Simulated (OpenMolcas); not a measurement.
N I: RASPT2 settings compared

```yaml
Program: OpenMolcas 26.06
Basis: ANO-RCC-VDZP [3s2p1d]
Scalar_Hamiltonian: DKH4, point nucleus
Active_space: 5 electrons in 9 orbitals (RAS2 2s 2p; RAS3 3d, at most 2 electrons)
State_averaging: 2S+1 = 4 odd, 1 root; 2S+1 = 2 odd, 8 roots kept (CI in the orbitals of an earlier block); 2S+1 = 4 even, 3 roots (0 in the spin-orbit step)
Spin-orbit_coupling: state interaction with AMFI integrals over the reference wave functions, term energies averaged over their components
```

Methods on the same reference wave functions:
A. RASSCF
B. SS-RASPT2, IPEA 0.1 Eh, no level shift (closed shells correlated: 1s)
C. XMS-RASPT2, IPEA 0.3 Eh, imaginary shift 0.3 Eh (closed shells correlated: none)
D. XMS-RASPT2, IPEA 0.2 Eh, sigma2 regulariser 0.1 Eh (closed shells correlated: 1s)

Energies in cm⁻¹ above 2s² 2p³ ⁴S°_3/2, the measured ground level; measured values from NIST Handbook of Basic Atomic Spectroscopic Data.

```json
{"Level": "2s² 2p³ ⁴S°_3/2", "A": "0.0", "B": "0.0", "C": "0.0", "D": "0.0", "Measured": "0.0"}
{"Level": "2s² 2p³ ²D°_3/2", "A": "22711", "B": "22060", "C": "22010", "D": "22020", "Measured": "19233"}
{"Level": "2s² 2p³ ²D°_5/2", "A": "22712", "B": "22060", "C": "22010", "D": "22020", "Measured": "19224"}
{"Level": "2s² 2p³ ²P°_3/2", "A": "34017", "B": "31920", "C": "32000", "D": "31920", "Measured": "28839"}
{"Level": "2s² 2p³ ²P°_1/2", "A": "34019", "B": "31930", "C": "32010", "D": "31920", "Measured": "28839"}
```

Deviations, from unrounded energies. A percentage is the sum of absolute deviations over the sum of measured energies, with the sign that they share, or ± where signs differ.

```csv
Against measurement,Levels,A,B,C,D
mean absolute deviation (cm-1),4,4300,3000,3000,2900
other terms of the ground configuration (%),4,+18.0,+12.3,+12.4,+12.2
```

B, C, D lie about equally close to measurement and A furthest from it. The largest miss of D in the table is 2s² 2p³ ²P°_1/2, by +3100 cm-1. The ranking rests on the paired levels alone, and a cruder setting can come out closer through cancelling errors.

Among B to D the level of the table that moves most is 2s² 2p³ ²P°_1/2, by 84 cm-1 (lowest in D, highest in C). Moves below CASPT2's spread within the term are not significant.

The mean deviations of B to D differ by less than CASPT2's widest spread within a term (66 cm-1), so their order carries little weight.

From A to B the spin-free energies of the other terms of 2s² 2p³ shown, above ⁴S°, scale by factors of 0.94 to 0.97.

The lowest spin-free term lies below A's lowest term by 0.036 hartree in B, 0.033 hartree in C, 0.035 hartree in D.

Term energies are means over components that CASPT2 splits; among the terms shown or strongly mixed into the levels shown the widest spread is 66 cm-1 (2s² 2p³ ²D°, D). Terms from blocks run as CI alone lack orbitals of their own. Active for correlation alone: 3d; no level in the range computed is led by a configuration that fills it, so any true level of that kind is missing. Without dynamic correlation excited terms often stand tens of per cent too high (terms of higher spin than the ground term too low), and those without a measured partner can miss by more than the paired ones (holds for A). Measured partners are found by configuration, term and J. A level has none where our copy of the source lacks it or the pairing is in doubt (some pairs that miss far off the trend of their configuration count as doubtful), and it then counts in no deviation. Levels of configurations outside the active space are missing.

° marks odd parity.
